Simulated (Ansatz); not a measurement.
BFO, charge +3, doublet (typed; the unrestricted solution is spin-contaminated), at a GFN2-xTB geometry of the parent state (a state made from the parent by changing its charge; the spin is typed, not shown lowest); MP2/cc-pVDZ (Ansatz, an electronic-structure program).

The Ansatz input:
Ansatz 0.2 input:
```yaml
crystal:
  periodic: [false, false, false]
  atoms:
    - {symbol: F, position_ang: [-0.00000000, -0.00000000, -1.18647100]}
    - {symbol: B, position_ang: [0.00000000, 0.00000000, 0.07261760]}
    - {symbol: O, position_ang: [0.00000000, 0.00000000, 1.28939388]}
basis:
  gaussian:
    orbitals: cc-pVDZ
total_charge: 3
magnetization: {spin_polarized: true, initial_magnetization: 1}
correlation: {method: mp2}
```

It wrote (shortened):

```
Functional definition: HF
387 factors; integrals over basis functions are off by at most 7.7e-4 eV
mean field evaluation 1: about -5323.3685 eV, gradient 7.1e1 eV
mean field evaluation 2: about -5323.5962 eV, gradient 7.0e1 eV
mean field evaluation 4: about -5338.7001 eV, gradient 2.6e1 eV
mean field evaluation 8: about -5342.5188 eV, gradient 8.3e0 eV
mean field evaluation 16: about -5348.9239 eV, gradient 1.5e-1 eV
mean field evaluation 32: about -5349.9497 eV, gradient 6.8e-3 eV
mean field evaluation 64: about -5347.4464 eV, gradient 8.1e0 eV
mean field evaluation 96: about -5349.9251 eV, gradient 6.2e-1 eV
mean field evaluation 128: about -5348.4418 eV, gradient 6.0e0 eV
mean field evaluation 160: about -5343.8270 eV, gradient 3.5e1 eV
mean field evaluation 192: about -5346.5494 eV, gradient 2.1e0 eV
mean field evaluation 224: about -5341.9560 eV, gradient 7.9e0 eV
mean field evaluation 256: about -5343.2591 eV, gradient 1.1e0 eV
mean field -5349.94966292 eV, -196.6070237864 hartree, gradient 2.0e-6 eV, S^2 1.752572; 14 other end points of the search recorded, 0 dependent functions left out
3 core orbitals not correlated
reference -5349.94966292 eV, -196.6070237864 hartree; 7, 6 occupied and 32, 33 virtual orbitals, 387 factors
second order -7.22361952 eV of doubles, -0.00000000 eV of singles
Total energy: -5357.17328244 eV, -196.8724869073 hartree
```
